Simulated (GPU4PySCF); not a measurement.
fluorene (C13H10), SMILES c1ccc2c(c1)Cc1ccccc1-2.

The structure is a stationary point at B3LYP-D3(BJ)/def2-TZVP. Other conformers were not sampled.

Two levels are set side by side: PBE/def2-TZVPD (GPU4PySCF) and ωB97M-V/def2-TZVPD (GPU4PySCF). Same geometry, gas phase. Differences are taken from unrounded values.

```csv
quantity,PBE
orbital gap (eV),3.66
highest occupied level (eV),-5.46
lowest empty level (eV),-1.80
dipole moment (D),0.58
mean polarisability (bohr³),158.0
```

Task: These are the PBE values. What does ωB97M-V give? (An estimate is asked for; the answer gives what the named calculation found.)

Result: 
| quantity | ωB97M-V | PBE minus ωB97M-V |
|---|---|---|
| orbital gap (eV) | 9.08 | -5.42 |
| highest occupied level (eV) | -8.22 | 2.76 |
| lowest empty level (eV) | 0.86 | -2.66 |
| dipole moment (D) | 0.54 | 0.05 |
| mean polarisability (bohr³) | 151.9 | 6.1 |

Without exact exchange PBE keeps part of each electron's self-repulsion, which lifts occupied levels and narrows the gap. PBE's more diffuse valence density responds more strongly to a field. Differences between two approximate levels are no errors against the true value.
